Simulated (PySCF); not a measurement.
**Electron correlation in Ca (calcium, neutral)**

[Ar] 4s1 4p1, high-spin 3P determinant (an excited configuration). All numbers are calculated (PySCF 2.14, scalar relativity by spin-free X2C-1e, in aug-cc-pwCVTZ-X2C (9s8p6d3f, 84 functions)). Frozen: [Ne]; 10 electrons correlated.

```tsv
level	correlation energy (mhartree)
CCSD	-244.61
(T)	-5.88
CCSD(T)	-250.49
```

Diagnostics: T1 = 0.014, D1 = 0.0588, largest double amplitude 0.040.

Problem. Is a single reference adequate?

Solution. Yes: T1 lies below 0.03 and no double amplitude reaches 0.07.
